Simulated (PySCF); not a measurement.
## Interval between two levels of Hg⁺ by level of theory

Hg⁺ [Xe] 4f14 5d10 6s1 [2S1/2, M_J = 1/2] → Hg⁺ [Xe] 4f14 5d10 6d1 [2D5/2, M_J = 5/2], as a difference of total energies. Computed with PySCF 2.14 in x2c-SVPall-2c with one added diffuse shell each of s, p, d type (8s11p10d2f, 105 functions), with the two-component X2C-1e Hamiltonian. Correlated levels: [Kr] 4d10 4f14 frozen; the 22 highest virtual spinors dropped. "Screened" scales the spin-orbit matrix elements by Boettger's factors to mimic the two-electron term; Breit and QED terms are absent.

```
                    method  interval between two levels (cm⁻¹)
 GHF (screened spin-orbit)                               95175
GMP2 (screened spin-orbit)                              101930
```

Errors of the correlated levels include the incompleteness of this basis and the frozen core.

For comparison: 105540 cm⁻¹ (measured; NIST Handbook of Basic Atomic Spectroscopic Data (Sansonetti and Martin, J. Phys. Chem. Ref. Data 34, 1559 (2005))).
